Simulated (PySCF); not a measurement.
GeTe, triplet, at a GFN2-xTB geometry (the spin is typed, not shown lowest) (core potentials on Te).

Input for PySCF:
```python
from pyscf import gto, scf, dft

mol = gto.Mole()
mol.atom = '''
    Ge   -0.00000000   -0.00000000   -1.58156681
    Te    0.00000000    0.00000000    0.97327189
'''
mol.basis = 'def2-svpd'
mol.ecp = {'Te': 'def2-svpd'}
mol.spin = 2
mol.verbose = 4
mol.build()

mf = dft.UKS(mol)
mf.xc = 'b97m_v'
mf.kernel()
```

Problem. What does this run give for the dipole moment, HOMO energy, Mulliken (on the basis functions themselves) charges in atom order, total energy?

Solution. 
```
Quantity                                                                         Result
------------------------------------------------------------------  -------------------
dipole moment                                                                    0.03 D
HOMO energy                                                                    -4.18 eV
Mulliken (on the basis functions themselves) charges in atom order  Ge1 0.07, Te2 -0.07
total energy                                                             -63792.1724 eV
```

These values belong to the state on which the SCF converged, which isn't shown to be the lowest.

Problem. Roughly what does it cost on one core?

Solution. about 50 core-seconds (a rough figure).
